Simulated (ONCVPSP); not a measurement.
## neon (Ne), ONCV: configuration errors across variants

```json
{"Element": "neon", "Generator": "ONCVPSP 4.0.1", "Type": "optimised norm-conserving Vanderbilt (ONCV)", "Functional": "PBE", "Relativity": "scalar-relativistic", "Frozen core": "[He]", "Valence charge": "8", "Reference configuration": "2s2 2p6", "Partial waves": "2s: rc 0.65 bohr, ncon 4, nbas 8, qcut 13 1/bohr, 2 projectors, debl 3.6 Ha; 2p: rc 1.60 bohr, ncon 3, nbas 8, qcut 7.5 1/bohr, 1 projector", "Local potential": "polynomial inside 0.45 bohr (lpopt 5, dvloc0 3 Ha)", "Core correction": "Teter function, fcfact 3, rcfact 1.3"}
```

All-electron excitation energies from the reference (eV): (1) 2s2 2p5 22.475; (2) 2s2 2p4 65.743; (3) 2s2 2p3 133.173; (4) 2s1 2p6 45.882.

Errors AE − PS in meV (a dash: test not solved or not reliable):

```csv
change,(1),(2),(3),(4),bound ghosts,GHOST(+) flags above zero
base,+111,+893,+3293,-321,none,none
p: rc 1.14,+13,+263,+1216,-137,none,none
p: rc 1.28,+39,+424,+1769,-190,none,none
p: rc 1.38,+60,+558,+2210,-231,none,none
p: rc 1.56,+99,+814,+3048,-302,none,none
p: rc 1.88,+191,+1391,+4816,-427,none,none
p: rc 1.98,+222,+1573,+5333,-460,none,none
p: rc 2.18,+288,+1954,+6422,-514,none,none
p: rc 2.36,+356,+2329,+7483,-555,none,none
```

Question: Give the same row for: p: rc 1.68.

Answer: +132, +1026, +3701, -354; bound ghosts: none; GHOST(+) flags above zero: none.
